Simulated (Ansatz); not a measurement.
Start from `FC[S][SnH3]` and change one atom or group to get `NCSCF`.

Ansatz, PBE0-D4/def2-TZVP geometries, multiplicity 1. Each molecule was computed in one conformer, which needn't be the lowest.

Elements past krypton have def2 core potentials.

```tsv
property	`FC[S][SnH3]`
HOMO–LUMO gap (PBE0/def2-TZVPP) / eV	6.65
LUMO energy (PBE0/def2-TZVPP) / eV	-0.61
size of the dipole moment (ωB97M-V/def2-TZVPP) / D	1.51
HOMO energy (PBE/def2-TZVPP) / eV	-6.05
HOMO energy (PBE0/def2-TZVPP) / eV	-7.26
HOMO–LUMO gap (ωB97M-V/def2-TZVPP) / eV	10.43
```

Question: What does the change do to each property? (Estimate.)

Answer: Ansatz gave: 
```
                                          property  `NCSCF`  shift
              HOMO–LUMO gap (PBE0/def2-TZVPP) / eV     7.36   0.71
                LUMO energy (PBE0/def2-TZVPP) / eV     0.56   1.17
size of the dipole moment (ωB97M-V/def2-TZVPP) / D     2.08   0.57
                 HOMO energy (PBE/def2-TZVPP) / eV    -5.51   0.54
                HOMO energy (PBE0/def2-TZVPP) / eV    -6.80   0.46
           HOMO–LUMO gap (ωB97M-V/def2-TZVPP) / eV    11.26   0.83
```

With PBE0 the HOMO rises by 0.46 eV and the LUMO rises by 1.17 eV, so the gap widens by about 0.71 eV. PBE moves the HOMO by 0.54 eV and ωB97M-V by 0.40 eV. Dipoles are sizes alone; their direction can turn.
